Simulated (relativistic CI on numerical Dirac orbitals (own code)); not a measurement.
# Sc18+: sensitivity of the levels to the model

Base calculation: Dirac-Coulomb-Breit CI, separate exchange-only KLI orbitals for each configuration, model QED (radiative potential, 1s self-energy scaled to tabulated hydrogen-like ionisation energies), unscaled Slater integrals.

CI space (outside the closed core 1s2): 2s, 2p, 3s, 3p, 3d, 4s, 4p, 4d, 4f, 5s, 5p, 5d, 5f, 5g, 6s, 6p, 6d. Levels of other configurations are missing.

The lowest level and the first level of each name with at least 55 % of one term (blank where a level has no safe partner in the second run):

```
     Level  Base (eV)  Shift (eV)
 2s 2S_1/2       0.00        0.00
2p 2P°_1/2      38.17       +0.20
2p 2P°_3/2      44.44       +0.20
 3s 2S_1/2     724.64       -0.01
3p 2P°_1/2     735.22       -0.03
3p 2P°_3/2     737.06       -0.03
 3d 2D_3/2     741.00       -0.08
 3d 2D_5/2     741.58       -0.08
 4s 2S_1/2     973.47       +0.11
4p 2P°_1/2     977.83       +0.11
4p 2P°_3/2     978.61       +0.11
 4d 2D_3/2     980.24       +0.14
 4d 2D_5/2     980.49       +0.14
4f 2F°_5/2     980.57       -0.02
4f 2F°_7/2     980.69       -0.02
 5s 2S_1/2    1087.55       +0.20
5p 2P°_1/2    1089.76       +0.20
5p 2P°_3/2    1090.15       +0.20
 5d 2D_3/2    1090.98       +0.21
 5d 2D_5/2    1091.11       +0.21
5f 2F°_5/2    1091.16       +0.15
5f 2F°_7/2    1091.22       +0.15
```

At this charge energies of transitions that change n are usually good to better than 1 %, and those within a shell (Δn = 0) to a few per cent.

Problem. One thing was changed in a second run, which moved the levels as shown. Which?
A. configuration mixing switched off
B. QED terms removed
C. P86 correlation estimate
D. one mean potential for all configurations
E. Breit term removed

Solution. C. P86 correlation estimate. A correlation estimate moves all levels of a configuration together before mixing; mixed levels move by a weighted share.
